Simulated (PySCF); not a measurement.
C5H4F2, SMILES FC1(F)C=CC=C1.

Geometry: PBE0-D3(BJ)/def2-SVP. One conformer was computed; it need not be the lowest.

All values below come from TDDFT-ωB97X/def2-SVPD (PySCF).

Vertical excitations. Gas-phase values at a fixed geometry. State labels are in the subgroup C2v.

Estimate the UV-visible absorptions. (Estimate from the structure and the level; the computed values follow.)


| state | symmetry | energy (eV) | λ (nm) | f | main pairs |
|---|---|---|---|---|---|
| S1 | B2 | 4.44 | 279 | 0.041 | HOMO→LUMO 100 % |
| S2 | A2 | 6.36 | 195 | 0.000 | HOMO−1→LUMO 97 % |
| S3 | A1 | 7.47 | 166 | 0.035 | HOMO−2→LUMO 69 %, HOMO→LUMO+4 30 % |
| S4 | B1 | 7.51 | 165 | 0.001 | HOMO−3→LUMO 91 % |
| S5 | A2 | 7.56 | 164 | 0.000 | HOMO→LUMO+1 94 % |
| S6 | B1 | 8.31 | 149 | 0.061 | HOMO→LUMO+2 90 % |
| S7 | A2 | 8.50 | 146 | 0.000 | HOMO→LUMO+3 39 %, HOMO→LUMO+5 37 %, HOMO→LUMO+7 17 % |
| S8 | B1 | 8.57 | 145 | 0.008 | HOMO−5→LUMO 81 % |
| T1 | B2 | 2.60 | 476 | 0 | HOMO→LUMO 95 % |
| T2 | A1 | 4.88 | 254 | 0 | HOMO−2→LUMO 56 %, HOMO→LUMO+4 39 % |
| T3 | A2 | 6.03 | 205 | 0 | HOMO−1→LUMO 96 % |
| T4 | B1 | 7.08 | 175 | 0 | HOMO−3→LUMO 93 % |
Triplets are in the Tamm–Dancoff approximation, which puts them higher than full response would, so one can lie above its singlet here.
